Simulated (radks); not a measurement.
Pr2+, configuration [Xe] 4f3. All-electron calculation, scalar-relativistic Kohn-Sham, Slater X-alpha with alpha = 1.011, spin-polarised, spherical densities, point nucleus; open shells are filled with parallel spins first (spin-orbit coupling, left out, can overturn this in heavy ions). Program: a radial shooting solver on a logarithmic mesh with Libxc functionals.

Normalised radial functions P(r) = r R(r), r in bohr:

```
   r/bohr * 4d up, o 5s up (the largest magnitude, 1.3, reaches the edge; | marks zero, & curves that meet)
 0.001124                             *o
 0.001487                             *o
 0.001952                             *o
 0.002583                             * o
 0.003418                             * o
 0.004522                             * o
 0.005984                             *  o
 0.007917                             *  o
  0.01039                             *  o
  0.01375                             *  o
  0.01819                             * o
  0.02407                             |&
  0.03185                            o|*
  0.04214                          o  |  *
  0.05531                        o    |    *
  0.07319                        o    |       *
  0.09684                          o  |          *
   0.1281                             | o            *
   0.1695                             |     o        *
   0.2243                             |      o   *
   0.2944                             *o
   0.3896               *     o       |
   0.5154    *             o          |
    0.682  *                       o  |
   0.9024         *                   |          o
    1.184                  *          |                   o
    1.567                         *   |                  o
    2.074                            *|          o
    2.744                             *   o
     3.63                             *o
    4.803                             &
```

4d up: eigenvalue -135.41 eV, 1 radial node at r = 0.296 bohr, <r> = 0.714 bohr, 90 % of the charge inside 1.07 bohr. 5s up: eigenvalue -57.832 eV, 4 radial nodes at r = 0.0295, 0.117, 0.306, 0.729 bohr, <r> = 1.46 bohr, 90 % of the charge inside 2.10 bohr.
